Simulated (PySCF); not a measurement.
Two species compared at the same levels of theory.

First species: C5H13ClOSi2.
Z-matrix (Å and degrees, GFN2-xTB geometry), rows numbered from 1:
```
C 
C   1  1.3189
Cl  2  1.7302  1  121.49
C   2  1.5005  1  125.80  3  -179.96
O   4  1.3859  2  110.70  1     0.67
Si  5  1.6297  4  127.73  2  -176.41
Si  6  2.3043  5   98.97  4   179.91
C   7  1.9107  6  112.52  5   -63.46
C   7  1.9036  6  108.69  5   177.28
H   1  1.0753  2  119.42  3   179.83
H   1  1.0746  2  122.31  3     0.00
H   4  1.0992  2  109.14  1  -121.00
H   4  1.0992  2  109.23  1   122.17
H   6  1.4762  5  109.01  4    55.50
H   6  1.4746  5  109.39  4   -56.30
H   7  1.4807  6  114.34  5    58.18
H   8  1.0869  7  111.88  6  -177.35
H   8  1.0862  7  111.20  6    62.28
H   8  1.0871  7  111.17  6   -57.23
H   9  1.0856  7  111.32  6   -61.01
H   9  1.0864  7  111.51  6    58.90
H   9  1.0855  7  111.44  6   179.00
```

Second species: C5H9N3O.
SMILES: `COC1=NN(C)N=C1C`

Levels: PBE0/pcSseg-1 for dipole moment, HOMO energy, LUMO energy and HOMO–LUMO gap; GFN2-xTB for rotational constant A and rotational constant C. Geometries: GFN2-xTB. Each species is one conformer at its optimised geometry, gas phase, non-relativistic unless stated. Electronic properties by PySCF.

The conformers computed, where there is a choice (atom-mapped SMILES and torsion angles):
- `[CH2:1]=[C:2]([Cl:3])[CH2:4][O:5][SiH2:6][SiH:7]([CH3:8])[CH3:9]`: C1–C2–C4–O5 1°, C2–C4–O5–Si6 -176°, C4–O5–Si6–Si7 180°, O5–Si6–Si7–C8 -63°
- `[CH3:1][O:2][c:3]1[n:4][n:5]([CH3:6])[n:7][c:8]1[CH3:9]`: C1–O2–C3–N4 0°

Values for the first species:

| Quantity | Value |
| --- | --- |
| Dipole moment | 1.77 D |
| HOMO energy | -7.39 eV |
| LUMO energy | -0.36 eV |
| HOMO–LUMO gap | 7.03 eV |
| Rotational constant A | 2.488 GHz |
| Rotational constant C | 0.315 GHz |

(1) Estimate the same properties for the second species, and the change in each.

Answers

(1) 
```tsv
property	first	second	second less first
dipole moment	1.77 D	1.32 D	-0.45 D
HOMO energy	-7.39 eV	-6.37 eV	+1.02 eV
LUMO energy	-0.36 eV	0.30 eV	+0.66 eV
HOMO–LUMO gap	7.03 eV	6.67 eV	-0.36 eV
rotational constant A	2.488 GHz	2.334 GHz	-0.154 GHz
rotational constant C	0.315 GHz	0.933 GHz	+0.618 GHz
```

On the first: A dipole of 1.77 D is allowed in C1, and pure rotational transitions are dipole-allowed. The dipole equals about 5.9 × 10⁻³⁰ C·m (1 D = 3.33564 × 10⁻³⁰ C·m).

On the second: The dipole matches unit charges of opposite sign 0.27 Å apart (1 e·Å = 4.8032 D). GFN2-xTB frequencies show an imaginary mode (46i cm⁻¹), so this geometry is no minimum at that level.
